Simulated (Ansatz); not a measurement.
Molecular dynamics of H8C3S2

The input (input.yaml):

```yaml
crystal:
  lattice:
    - [8.481853, 0.0, 0.0]
    - [0.0, 8.481853, 0.0]
    - [0.0, 0.0, 8.481853]
  atoms:
    - { symbol: S, position: [-0.11583642, 0.56556955, 0.01560666] }
    - { symbol: C, position: [0.00066087, 0.43057729, -0.03050136] }
    - { symbol: S, position: [0.11656705, 0.29685005, -0.07862564] }
    - { symbol: S, position: [0.37070587, 1.03401836, 0.60511491] }
    - { symbol: C, position: [0.25544177, 0.94478261, 0.71753627] }
    - { symbol: S, position: [0.14100167, 0.85695765, 0.83197899] }
    - { symbol: S, position: [0.61739796, 0.20677512, 0.93465092] }
    - { symbol: C, position: [0.53546796, 0.36750607, 0.89842438] }
    - { symbol: S, position: [0.45179187, 0.52785883, 0.86338359] }
    - { symbol: C, position: [0.3661377, 0.90278938, 0.19105836] }
    - { symbol: H, position: [0.36740429, 0.79160571, 0.12540834] }
    - { symbol: H, position: [0.48721747, 0.94180036, 0.21303981] }
    - { symbol: H, position: [0.30560677, 0.88508828, 0.30373611] }
    - { symbol: H, position: [0.30352651, 0.99245122, 0.12248909] }
    - { symbol: C, position: [0.87125802, 0.23005256, 0.55206739] }
    - { symbol: H, position: [0.85328606, 0.12062041, 0.61884185] }
    - { symbol: H, position: [0.98487886, 0.22454239, 0.48975474] }
    - { symbol: H, position: [0.87187116, 0.33079291, 0.633426] }
    - { symbol: H, position: [0.77534509, 0.24437796, 0.46646065] }
    - { symbol: C, position: [0.0680576, 0.61924756, 0.47978349] }
    - { symbol: H, position: [-0.03359447, 0.6323029, 0.55843391] }
    - { symbol: H, position: [0.03705447, 0.54203306, 0.37943296] }
    - { symbol: H, position: [0.16677596, 0.56640976, 0.54607917] }
    - { symbol: H, position: [0.10189546, 0.73657099, 0.43504261] }
    - { symbol: C, position: [0.87959356, 0.9865298, 0.19975858] }
    - { symbol: H, position: [1.00801042, 0.97534238, 0.20453159] }
    - { symbol: H, position: [0.84798962, 1.11113257, 0.1874889] }
    - { symbol: H, position: [0.82800368, 0.93937424, 0.30820254] }
    - { symbol: H, position: [0.83451606, 0.92044128, 0.09824582] }
    - { symbol: C, position: [0.39069094, 0.36960843, 0.30768953] }
    - { symbol: H, position: [0.38809497, 0.3805418, 0.43642623] }
    - { symbol: H, position: [0.34363989, 0.2541525, 0.2729472] }
    - { symbol: H, position: [0.51267072, 0.38136375, 0.26619914] }
    - { symbol: H, position: [0.31828153, 0.46314628, 0.25492691] }
    - { symbol: C, position: [0.63687556, 0.67842762, 0.46719344] }
    - { symbol: H, position: [0.68773101, 0.77791437, 0.53249431] }
    - { symbol: H, position: [0.66455532, 0.56796872, 0.52836021] }
    - { symbol: H, position: [0.68740072, 0.67485927, 0.34843407] }
    - { symbol: H, position: [0.50873267, 0.69286372, 0.45946343] }
basis:
  ecutwfc: 420.0
kpoints:
  mp_grid: { grid: [1, 1, 1] }
hamiltonian:
  xc: pbe
  dispersion: d3bj
scf:
  occupations: { method: fermi_dirac, width: 0.05 }
  lower_state_search: "off"
md:
  timestep: 0.5
  n_steps: 240
  ensemble: nvt_langevin
  temperature: 700.0
  initial_velocities: maxwell_boltzmann
  seed: 166556
  friction: 0.02
```

Command:

```bash
$ ansatz run input.yaml --threads 1 --pin off --max-ram 3072MiB --backend cpu --events-out ev --progress --plain --runs-dir out
```

It starts from a partly relaxed structure (largest force component 0.28 eV/Å).

Output, in part (step lines):

```
md step     0: t =     0.00 fs  T =   682.1 K  F+E_penalty+E_count = -8058.61465430 eV  E_kin = 3.438316 eV  (10 SCF iters)
md step     1: t =     0.50 fs  T =   667.0 K  F+E_penalty+E_count = -8058.55403335 eV  E_kin = 3.362424 eV  (8 SCF iters)
md step     2: t =     1.00 fs  T =   622.5 K  F+E_penalty+E_count = -8058.40146923 eV  E_kin = 3.138227 eV  (8 SCF iters)
md step     3: t =     1.50 fs  T =   562.2 K  F+E_penalty+E_count = -8058.19956591 eV  E_kin = 2.834119 eV  (8 SCF iters)
md step     4: t =     2.00 fs  T =   525.6 K  F+E_penalty+E_count = -8057.98921838 eV  E_kin = 2.649601 eV  (8 SCF iters)
md step     5: t =     2.50 fs  T =   504.4 K  F+E_penalty+E_count = -8057.79608678 eV  E_kin = 2.542818 eV  (6 SCF iters)
md step     6: t =     3.00 fs  T =   453.7 K  F+E_penalty+E_count = -8057.64484911 eV  E_kin = 2.287167 eV  (6 SCF iters)
md step     7: t =     3.50 fs  T =   434.4 K  F+E_penalty+E_count = -8057.55898036 eV  E_kin = 2.189711 eV  (6 SCF iters)
[... lines left out ...]
```

The steps, from the saved trajectory:

| time (fs) | T (K) | potential energy less start (eV) |
| --- | --- | --- |
| 0.0 | 682 | 0.000 |
| 4.0 | 421 | 1.082 |
| 8.0 | 456 | 1.507 |
| 12.0 | 525 | 1.060 |
| 16.0 | 582 | 1.175 |
| 20.0 | 433 | 2.067 |
| 24.0 | 559 | 1.718 |
| 28.0 | 723 | 1.368 |
| 32.0 | 662 | 1.880 |
| 36.0 | 541 | 2.138 |
| 40.0 | 724 | 1.431 |
| 44.0 | 623 | 1.695 |
| 48.0 | 593 | 2.158 |
| 52.0 | 683 | 1.556 |
| 56.0 | 566 | 1.871 |
| 60.0 | 509 | 2.207 |
| 64.0 | 549 | 1.903 |
| 68.0 | 561 | 2.076 |
| 72.0 | 495 | 2.634 |
| 76.0 | 573 | 2.110 |
| 80.0 | 693 | 1.887 |
| 84.0 | 607 | 2.493 |
| 88.0 | 622 | 2.442 |
| 92.0 | 724 | 2.161 |
| 96.0 | 758 | 2.072 |
| 100.0 | 797 | 1.868 |
| 104.0 | 612 | 2.328 |
| 108.0 | 608 | 2.614 |
| 112.0 | 798 | 1.946 |
| 116.0 | 793 | 2.244 |
| 120.0 | 716 | 2.786 |

The run went to its last step. A run of 0.12 ps of so small a system gives no equilibrium averages. Limits of this set-up: coarse k mesh.

Mean squared displacements from the first frame to the last, about the centre of mass: S 0.52 Å², C 0.19 Å², H 1.70 Å².

Last frame:

```xyz
39
Lattice="8.4819 0.0000 0.0000 0.0000 8.4819 0.0000 0.0000 0.0000 8.4819" Properties=species:S:1:pos:R:3
S -0.671 4.963 -0.136
C 0.167 3.609 -0.277
S 1.305 2.492 -0.221
S 2.794 8.786 5.722
C 1.584 7.813 6.019
S 0.180 7.202 6.351
S 4.997 2.026 7.908
C 4.676 3.508 7.523
S 4.379 5.057 7.244
C 3.429 8.024 1.354
H 4.246 7.243 1.106
H 3.900 9.033 1.534
H 2.571 7.788 2.045
H 2.883 8.113 0.372
C 6.929 2.413 4.678
H 6.542 1.363 4.668
H 7.855 2.442 5.167
H 6.278 2.888 5.405
H 6.804 2.926 3.682
C 0.893 5.100 3.744
H 0.304 5.996 3.336
H 1.168 4.364 3.049
H 0.190 4.585 4.503
H 1.809 5.385 4.113
C 7.591 8.588 1.383
H 8.582 8.731 1.191
H 7.452 8.447 2.465
H 7.232 7.758 0.862
H 7.062 9.495 1.047
C 3.183 2.968 2.478
H 4.121 2.975 3.080
H 3.354 2.853 1.496
H 2.591 4.025 2.564
H 2.652 2.081 2.739
C 5.421 5.739 3.464
H 5.492 5.973 2.424
H 6.343 5.757 4.050
H 5.101 4.715 3.403
H 4.389 6.049 3.966
```

Time of the run: 16 min on 1 thread of AMD EPYC 7R43 64-Core Processor (Zen 3) (shared host), peak memory 0.62 GiB.
